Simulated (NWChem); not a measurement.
**Atomisation of CH$_{8}$AlN**

SMILES: N.[CH3][AlH2]
```xyz
11

Al    -0.4356    -0.3311     0.4692
H      0.2220    -1.4565     1.4076
H     -1.9540    -0.5761     0.0063
C      0.1593     1.5460     0.7240
H     -0.2783     1.9651     1.6484
H     -0.1558     2.2184    -0.0951
H      1.2550     1.6460     0.8316
N      0.5116    -0.8471    -1.3273
H      0.2310    -0.2373    -2.0997
H      0.2748    -1.8053    -1.5974
H      1.5311    -0.7970    -1.2539
```
Charge 0, spin multiplicity 1.

All runs are NWChem calculations. Structure: optimised with B3LYP/def2-SVP, a minimum by its harmonic frequencies.

Basis set: def2-TZVP. The atomisation energy is electronic alone: no zero-point, thermal, spin-orbit or counterpoise terms. No value is extrapolated to the basis-set limit. Free atoms are single determinants with multiplicities Al 2, H 2, C 3, N 4. Correlated methods freeze the same cores in atoms and molecule, 7 orbitals in all.

| method | atomisation energy (kcal/mol) | relative cost |
|---|---|---|
| PBE0 | 832.0 | 1 |
| CAM-B3LYP | 844.2 | 9 |
| LDA (SVWN5) | 937.3 | under 3 |
| B3LYP | 838.4 | under 3 |
| HF | 622.9 | under 3 |
| PBE | 839.4 | under 3 |
| r2SCAN | 838.5 | under 3 |
| TPSS | 850.7 | under 3 |
| MP2 | 806.4 | under 3 |

The values span 314.4 kcal/mol, from HF (lowest) to LDA (SVWN5) (highest). Costs are rough ratios of processor time within this set of runs, SCF included, with PBE0 as 1. Costs are the molecule's.

B3LYP has NWChem's definition, with VWN1-RPA local correlation. GW and range-separated runs recompute their integrals, the others keep them in memory, which bears on the times. The structure started from a generated list of species. No SCF solution was tested for a lower state. Open-shell Hartree-Fock references start from PBE0 orbitals; any time given for them includes that run.
